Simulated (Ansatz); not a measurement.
Two isomers of CH6FNOSi: A = `N[SiH2]C(O)F`, B = `NC(F)O[SiH3]`.

Computed with Ansatz on PBE0-D4/def2-TZVP structures; ΔE is electronic, products minus reactants. CCSD(T)/CBS is the MP2 limit (def2-TZVPP, def2-QZVPP) plus CCSD(T) − MP2 in def2-TZVPP, frozen cores. DFT in def2-TZVPP. B3LYP here is the variant with VWN-RPA as its local correlation; programs differ in this. Each species was taken in one conformer, which may not be the lowest.

Q: Which isomer does CCSD(T)/CBS put lower? Give the gap. (Estimate.)

A: Ansatz gave: B, by 8.3 kcal/mol.

Q: Give E(B) − E(A) in kcal/mol with B3LYP-D4, r2SCAN-D4, CCSD(T)/def2-TZVPP, MP2/def2-TZVPP, PBE-D4, B2PLYP, CCSD/def2-TZVPP. (Best estimate.)

A: Ansatz gave: B3LYP-D4 -8.5, r2SCAN-D4 -8.7, CCSD(T)/def2-TZVPP -9.5, MP2/def2-TZVPP -9.3, PBE-D4 -5.9, B2PLYP -9.4, CCSD/def2-TZVPP -10.1. None reverses the order clearly.

Largest T1 diagnostic: 0.012.

From PBE to PBE0 (25 % exact exchange), in def2-TZVPP and without D4, E(B) − E(A) moves by −1.6 kcal/mol. In def2-TZVPP, CCSD(T) changes the Hartree–Fock value by +5.7 kcal/mol (the triples alone add +0.6 kcal/mol) and MP2 by +5.8 kcal/mol.
